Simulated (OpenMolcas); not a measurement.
Cr III.

```json
{"Program": "OpenMolcas 26.06", "Method": "CASSCF", "Basis": "ANO-R2 [6s4p4d2f]", "Scalar Hamiltonian": "X2C, finite nucleus", "Active space": "4 electrons in 10 orbitals (3d 4d)", "State averaging": "2S+1 = 5 even, 5 roots; 2S+1 = 3 even, 45 roots; 2S+1 = 1 even, 44 roots", "Spin-orbit coupling": "RASSI with atomic mean-field integrals over the reference wave functions, term energies averaged over their components"}
```

Levels without dynamic correlation, in cm⁻¹ above 3d⁴ ⁵D₀:

```json
{"Level": "3d⁴ ³F₂(1)", "E": "21887"}
{"Level": "3d⁴ ³H₄", "E": "19046"}
{"Level": "3d⁴ ³P₀(1)", "E": "20537"}
{"Level": "3d⁴ ³G₃", "E": "24030"}
```

On this reference, MS-CASPT2, IPEA 0.25 Eh, imaginary shift 0.1 Eh (closed shells correlated: 3s 3p) puts 3d⁴ ³F₂(1) at 19440 cm⁻¹.

Q: Estimate the other levels at that method by one scale factor, and say how well it serves.

A: The factor is 19440 / 21887 = 0.888. Scaled values beside those that MS-CASPT2 gives and measured ones (Sugar and Corliss, J. Phys. Chem. Ref. Data 6, 317 (1977)):
```csv
Level,Scaled,MS-CASPT2,Miss (%),Measured
3d⁴ ³H₄,16913,18460,-8.4,17274
3d⁴ ³P₀(1),18237,17460,+4.4,16771
3d⁴ ³G₃,21339,21980,-2.9,20704
```
For these levels the scaled values miss MS-CASPT2 by up to 8.4 %, as correlation changes each term by its own factor, spin-orbit parts do not scale and CASPT2 has its own spread within terms. This holds within one configuration; levels of others move differently, and the target method has errors of its own against measurement.

CASPT2 breaks the degeneracy within a term, and the mean is taken; among the terms shown or strongly mixed into the levels shown the widest spread is 250 cm-1 (3d⁴ ³G, MS-CASPT2). Active for correlation alone: 4d; no level in the range computed is led by a configuration that fills it, so any true level of that kind is missing. Without dynamic correlation excited terms often stand tens of per cent too high (terms of higher spin than the ground term too low), and those without a measured partner can miss by more than the paired ones (holds for CASSCF). Computed and measured levels are paired by configuration, term and J; levels that our copy of the source lacks, or whose pairing is in doubt (as where it misses far off the trend of its configuration), stay unpaired and out of the deviations. Levels of configurations outside the active space are missing.

A number in round brackets counts repeated terms of one configuration in the order of the reference energies.
